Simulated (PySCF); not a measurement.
## SmSi from Hartree–Fock to correlated methods

State: nonet, about 5.9 electrons in the 4f shell (Mulliken), real f orbitals that mix terms. Set-up: basis Sm x2c-TZVPall, Si x2c-TZVPall; spin-free X2C with a Gaussian nucleus; PySCF 2.14. De refers to Sm (4f6 6s2) + Si in their high-spin ground configurations, without counterpoise correction. The functionals are run spin-unrestricted. A positive dipole means Sm(−)Si(+). Levels whose curve was spin-contaminated or gave no clean fit are not listed.

```
       Level  Re (Å)  ωe (cm⁻¹)  De (eV)  μ (D)
        ROHF   3.089        152      n/a  -6.23
    ROHF-MP2   2.838        252      n/a    n/a
ROHF-SCS-MP2   2.885        239      n/a    n/a
         PBE   2.836        239     2.01  -4.58
        BP86   2.839        238     1.93  -4.52
      r²SCAN   2.843        236     2.13  -3.96
```

Question: What does the step from GGA to meta-GGA do here, going from PBE to r²SCAN?

Answer: r²SCAN less PBE: +0.7 pm in Re, -1.3 % in ωe, +0.12 eV in De. 

Correlated steps freeze 23 core orbitals. Spin–orbit coupling is left out, which matters for elements this heavy, above all for dissociation energies. UHF is strongly spin-contaminated for SmSi, so the ROHF reference used there is far from stable. With d or f electrons several states lie close, and the lowest PBE0 determinant need not be the measured ground state.

The whole job (state search and all levels along the bond) took about 13 min on 4 threads of Arm Neoverse V2 (shared host), peak memory 8.3 GiB.
